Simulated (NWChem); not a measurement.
Species: iodine monochloride (ICl); SMILES ClI

```xyz
2

Cl     0.0000     0.0000     1.7851
I      0.0000     0.0000    -0.5990
```
Atoms are numbered in this order, from 1.

Coordinates come from a PBE-D3(BJ)/def2-SVP optimisation. def2 effective core potentials on I; no spin-orbit coupling.

### Question
List the 4 lowest vertical singlet excitations from PBE/def2-SVPD with def2 effective core potentials on I, TDA (NWChem).

### Answer
| state | energy (eV) | oscillator strength | leading excitation (squared amplitude) |
|---|---|---|---|
| S1 | 2.29 | 0.000 | HOMO → LUMO (0.74) |
| S2 | 2.29 | 0.000 | HOMO−1 → LUMO (0.74) |
| S3 | 4.27 | 0.001 | HOMO−2 → LUMO (0.99) |
| S4 | 4.27 | 0.001 | HOMO−3 → LUMO (0.99) |
